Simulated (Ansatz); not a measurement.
H3S, charge +1, singlet, at a GFN2-xTB geometry, with bond 2-1 at 1.25 times its length; PBE/def2-SVP (Ansatz, a first-principles code).

Input for Ansatz:
Ansatz 0.2 input:
```yaml
crystal:
  periodic: [false, false, false]
  atoms:
    - {symbol: S, position_ang: [0.10558214, -0.00190789, 0.04613646]}
    - {symbol: H, position_ang: [-0.42417250, 1.24679509, -0.96860874]}
    - {symbol: H, position_ang: [-0.35082551, -0.98045104, -0.77282250]}
    - {symbol: H, position_ang: [-1.02026722, 0.01392277, 0.80029891]}
basis:
  gaussian:
    orbitals: def2-SVP
hamiltonian:
  xc: pbe
total_charge: 1
scf: {lower_state_search: off}
magnetization: {spin_polarized: true}
```

### Question
Write the output that Ansatz gives for this input, abridged.

### Answer

```
Functional definition: PBE
these checks for a lower state are left out or cut short: stability, starts, cluster_reference, orbital_swaps, neighbouring_geometries, increment
379 factors; their error is unknown
mean field evaluation 1: about -10864.1368 eV, gradient 2.0e1 eV
mean field evaluation 2: about -10861.4964 eV, gradient 2.7e1 eV
mean field evaluation 4: about -10866.5650 eV, gradient 7.2e-1 eV
mean field evaluation 8: about -10866.5491 eV, gradient 5.3e-2 eV
mean field -10866.54909410 eV, -399.3383135965 hartree, gradient 5.7e-6 eV, S^2 0.000000; 0 other end points of the search recorded, 0 dependent functions left out
reference -10866.54911385 eV, -399.3383143226 hartree; 9, 9 occupied and 24, 24 virtual orbitals, 379 factors
Total energy: -10866.54911385 eV, -399.3383143226 hartree
Checks for a lower state left out: stability, starts, cluster_reference, orbital_swaps, neighbouring_geometries, increment
```
